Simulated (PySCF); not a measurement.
Compound: C₆H₁₂NP.
Cartesian coordinates in Å at the PBE0-D3(BJ)/def2-SVP level; atoms count from 1:
```xyz
20
C6H12NP angstrom
C     -2.2133   -0.5673   -0.4078
C     -1.0472    0.1996    0.2085
C     -1.4068    1.6650    0.4305
P      0.4489    0.0553   -0.9075
C      0.8553   -1.7345   -0.7042
C      1.7339    0.7525    0.2833
C      3.0813    0.4616   -0.1644
N      4.1422    0.1873   -0.5392
H     -3.1096   -0.4752    0.2260
H     -2.4679   -0.1674   -1.4030
H     -1.9959   -1.6397   -0.5190
H     -0.7892   -0.2626    1.1799
H     -0.6151    2.2188    0.9575
H     -1.5949    2.1753   -0.5281
H     -2.3216    1.7489    1.0388
H      0.7781   -2.0758    0.3411
H      1.8820   -1.9069   -1.0613
H      0.1826   -2.3380   -1.3306
H      1.6035    1.8444    0.3388
H      1.5937    0.3412    1.2980
```

The closed-shell ground state was solved at several levels (PySCF, density fitting, gas phase, non-relativistic).

```csv
level,basis functions,HOMO (eV),LUMO (eV),gap (eV),dipole (D)
PBE/pcSseg-1,203,-5.90,-0.65,5.25,4.71
CAM-B3LYP/def2-SVPD,260,-8.33,0.99,9.32,4.93
```

Question: Estimate the row for PBE0/pcSseg-1, a basis of 203 functions; the other rows only guide the guess.

Answer: HOMO -7.04 eV, LUMO 0.33 eV, gap 7.37 eV, dipole 4.83 D.

Question: Over all these levels, which gives the widest orbital gap and which the narrowest?

Answer: CAM-B3LYP/def2-SVPD (range-separated hybrid) has the widest, 9.32 eV, and PBE/pcSseg-1 (GGA) the narrowest, 5.25 eV. Functional and basis both differ between the two, so the spread mixes both effects.

Question: How far do the dipole and the HOMO energy spread over the levels?

Answer: The dipole runs from 4.71 to 4.93 D (mean 4.82 D) and the HOMO from -8.33 to -5.90 eV.

One conformer stands for the species.
